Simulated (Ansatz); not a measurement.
Reaction (ligand exchange at the Si–C bond): `C[Si]F` + silanol → `F[Si]O[SiH3]` + CH₄

Calculated with Ansatz (gas phase, PBE0-D4/def2-TZVP geometries, no zero-point term in ΔE). CCSD(T)/CBS adds triple-zeta CCSD(T) − MP2 to the extrapolated MP2 energy (def2 sets, frozen cores). This one scheme is used for every species. DFT in def2-TZVPP. One conformer a species, not always the lowest.

`C[Si]F`:

```xyz
6

C     0.058   -0.078   -0.541
Si   -0.312    1.077    0.903
F    -0.162    0.003    2.106
H     0.011    0.427   -1.509
H     1.057   -0.515   -0.418
H    -0.653   -0.914   -0.541
```

`O[SiH3]`:

```xyz
6

O     1.088    0.117    0.667
Si   -0.323    0.135   -0.184
H     1.493   -0.732    0.844
H    -0.155   -0.458   -1.540
H    -0.708    1.560   -0.303
H    -1.396   -0.623    0.516
```

`F[Si]O[SiH3]`:

Cartesian coordinates in Å:
```
F -0.592 2.039 1.355
Si -1.466 1.708 0.035
O -0.752 0.347 -0.508
Si 0.443 -0.774 -0.267
H 0.345 -1.778 -1.352
H 1.768 -0.109 -0.312
H 0.253 -1.433 1.048
```

CH₄:

Z-matrix (Å, degrees):
```
C
H 1 1.090
H 1 1.090 2 109.5
H 1 1.090 2 109.5 3 -120.0
H 1 1.090 2 109.5 3 120.0
```

CCSD(T)/CBS gives -43.9 kcal/mol.

Task: Another level gave -43.7 kcal/mol. Which?
A. LDA (SPW92)/def2-TZVPP
B. BHLYP-D4/def2-TZVPP
C. RPA@PBE/def2-TZVPP
D. BLYP-D4/def2-TZVPP

Result: C. RPA@PBE/def2-TZVPP -43.7, BLYP-D4 -45.5, LDA (SPW92) -42.2, BHLYP-D4 -46.7 kcal/mol.

Largest T1 diagnostic among the species: 0.014.

At CCSD(T), def2-SVP lies −0.7 kcal/mol from the extrapolated value and def2-TZVPP −0.4 kcal/mol. In def2-TZVPP, CCSD(T) changes the Hartree–Fock value by +2.2 kcal/mol (the triples alone add +0.0 kcal/mol) and MP2 by +1.2 kcal/mol.
